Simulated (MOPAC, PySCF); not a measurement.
H4GeO3, SMILES `[OH][GeH]([OH])[OH]`, neutral singlet in the gas phase. 

Z-matrix (Å, degrees):
```
Ge
O 1 1.7928
H 2 0.9731 1 109.14
O 1 1.7930 2 108.47 3 110.43
H 4 0.9731 1 109.22 2 -7.94
O 1 1.7933 2 108.17 3 -6.97
H 6 0.9731 1 109.19 2 111.75
H 1 1.5367 2 110.60 3 -128.36
```
Charge 0, multiplicity 1.

All levels are single points at this geometry (PBE-D3(BJ)/def2-TZVP); Pople sets use spherical d functions. Orbital energies aren't observables, and empty levels follow the basis.

B3LYP/6-31G* in PySCF gives HOMO (eV) = -8.25.

Task: Estimate the HOMO (eV) from each of these levels: PBE-D3(BJ)/def2-TZVP in PySCF; B3LYP/3-21G in PySCF; B3LYP/6-311+G** (LANL2DZ on Ge) in PySCF; BP86/6-31G* in PySCF; M06-2X/6-31G* in PySCF; PBE/6-31G* in PySCF; SVWN5/6-31G* in PySCF; HF/3-21G in PySCF; HF/6-31G* in PySCF; AM1 in MOPAC; PM3 in MOPAC; PM7 in MOPAC.

Result: 
```csv
level,HOMO (eV)
PBE-D3(BJ)/def2-TZVP in PySCF,-7.18
B3LYP/3-21G in PySCF,-7.79
B3LYP/6-311+G** (LANL2DZ on Ge) in PySCF,-8.83
BP86/6-31G* in PySCF,-6.92
M06-2X/6-31G* in PySCF,-10.24
PBE/6-31G* in PySCF,-6.81
SVWN5/6-31G* in PySCF,-6.93
HF/3-21G in PySCF,-12.64
HF/6-31G* in PySCF,-12.89
AM1 in MOPAC,-11.94
PM3 in MOPAC,-10.93
PM7 in MOPAC,-10.76
```
